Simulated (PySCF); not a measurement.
Correlation energy of As (arsenic, neutral)

[Ar] 3d10 4s2 4p3, high-spin 4S determinant. Calculation: PySCF 2.14, in aug-cc-pwCVDZ-PP with ECP10MDF; a scalar-relativistic core potential. Frozen: 3s2 3p6 3d10; 5 electrons correlated.

| level | correlation energy (mhartree) |
| --- | --- |
| CCSD | -75.93 |
| (T) | -1.41 |
| CCSD(T) | -77.34 |
| CCSDT | -77.63 |

Diagnostics: T1 = 0.0028, D1 = 0.0080, largest double amplitude 0.036.

Cost of the coupled-cluster step: roughly 1.3 core-seconds, for 5 correlated electrons.

Iterations:

```
CC2 = 0
CCSD nocc = (np.int64(4), np.int64(1)), nmo = (39, 39)
frozen orbitals [[0, 1, 2, 3, 4, 5, 6, 7, 8], [0, 1, 2, 3, 4, 5, 6, 7, 8]]
max_cycle = 100
direct = 0
conv_tol = 1e-08
conv_tol_normt = 1e-06
diis_space = 8
diis_start_cycle = 0
Init t2, MP2 energy = -0.0613165303191566
Init E_corr(UCCSD) = -0.0613165303192497
cycle = 1  E_corr(UCCSD) = -0.0727374074940167  dE = -0.0114208772  norm(t1,t2) = 0.039913
cycle = 2  E_corr(UCCSD) = -0.0751009391268561  dE = -0.00236353163  norm(t1,t2) = 0.0108224
cycle = 3  E_corr(UCCSD) = -0.0759497903974594  dE = -0.000848851271  norm(t1,t2) = 0.00378009
cycle = 4  E_corr(UCCSD) = -0.0759320424035497  dE = 1.77479939e-05  norm(t1,t2) = 0.000589128
cycle = 5  E_corr(UCCSD) = -0.0759321758622132  dE = -1.33458663e-07  norm(t1,t2) = 7.58033e-05
cycle = 6  E_corr(UCCSD) = -0.0759318158785549  dE = 3.59983658e-07  norm(t1,t2) = 1.26662e-05
cycle = 7  E_corr(UCCSD) = -0.0759320725123602  dE = -2.56633805e-07  norm(t1,t2) = 3.46892e-06
cycle = 8  E_corr(UCCSD) = -0.0759319659529625  dE = 1.06559398e-07  norm(t1,t2) = 6.28871e-07
cycle = 9  E_corr(UCCSD) = -0.0759319811680609  dE = -1.52150984e-08  norm(t1,t2) = 1.46542e-07
cycle = 10  E_corr(UCCSD) = -0.0759319829143761  dE = -1.74631523e-09  norm(t1,t2) = 3.17822e-08
UCCSD converged
E(UCCSD) = -331.2742627724296  E_corr = -0.07593198291437614
UCCSD(T) correction = -0.00140798166202814
```
